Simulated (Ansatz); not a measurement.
Cost and result for the atomization energy of ClH5O2Si2, SMILES `O[SiH](O)[SiH2]Cl` (10 atoms, 9 bonds).

```xyz
10

O     0.906    0.147   -1.816
Si    0.701    0.261   -0.197
O     0.471    1.844    0.185
Si   -1.195   -1.015    0.320
Cl   -1.509   -0.703    2.348
H     1.608    0.656   -2.225
H     1.890   -0.243    0.554
H     0.557    2.101    1.104
H    -1.011   -2.475    0.121
H    -2.419   -0.574   -0.395
```

Total charge 0; spin multiplicity 1. All single points use the PBE0-D4/def2-TZVP geometry. It is one conformer, not always the lowest. Program: Ansatz. Hardware: A = 2 threads of an AMD EPYC 7R13 on a shared host; B = 2 threads of an AMD EPYC 7R13 on a shared host and a share of an NVIDIA H100 80 GB. Times are those of one run each, without the atoms' runs, and a repeat can differ threefold. Electronic energies, without spin–orbit coupling; frozen cores. CCSD(T)/CBS adds CCSD(T) − MP2 in def2-TZVPP to the MP2 limit, and its time is that of the two runs behind it. T1 = 0.011. B3LYP takes the VWN-RPA correlation (the form of Gaussian; ORCA's B3LYP/G).

CCSD(T)/CBS is a level of theory with its own doubt, some kJ/mol a heavy atom from the limit and from the frozen cores, so smaller differences don't rank the functionals.

| level | functions | wall time | atomization (kcal/mol) | difference from CCSD(T)/CBS | per bond |
| --- | --- | --- | --- | --- | --- |
| CCSD(T)/def2-TZVPP [B] | 258 | 2.4 s | 805.2 | -27.7 | -3.1 |
| MP2/def2-QZVPP [B] | 474 | 2.6 s | 838.5 | 5.6 | 0.6 |
| PBE-D4/def2-TZVPP (with forces) [A] | 258 | 3.9 s | 830.6 | -2.3 | -0.3 |
| CCSD(T)/CBS(def2) | – | 5 s | 832.9 | 0.0 | 0.0 |
| PBE0-D4/def2-TZVPP [A] | 258 | 5.5 s | 817.2 | -15.7 | -1.7 |
| r2SCAN-D4/def2-TZVPP (with forces) [A] | 258 | 7 s | 829.0 | -3.9 | -0.4 |
| B3LYP-D4/def2-TZVPP (with forces) [A] | 258 | 8.5 s | 821.9 | -11.0 | -1.2 |
| B2PLYP/def2-TZVPP [A] | 258 | 9 s | 814.9 | -18.0 | -2.0 |
| ωB97X-V/def2-TZVPP [A] | 258 | 12 s | 832.5 | -0.4 | 0.0 |
| ωB97M-V/def2-TZVPP (with forces) [A] | 258 | 17 s | 830.0 | -2.9 | -0.3 |

From PBE to PBE0 (25 % exact exchange), in def2-TZVPP and without D4, the atomization energy moves by −12.5 kcal/mol: exact exchange takes away binding that semilocal exchange gives to molecules. The D4 term adds +9.5 kcal/mol with B3LYP and +5.0 kcal/mol with PBE0; it sums over pairs of atoms, weighted by their polarisabilities, and B3LYP, whose exchange is more repulsive, gets the larger term. In def2-TZVPP, CCSD(T) changes the Hartree–Fock value by +206.0 kcal/mol (the triples alone add +11.8 kcal/mol) and MP2 by +222.7 kcal/mol; breaking electron pairs costs correlation energy, which Hartree–Fock lacks.
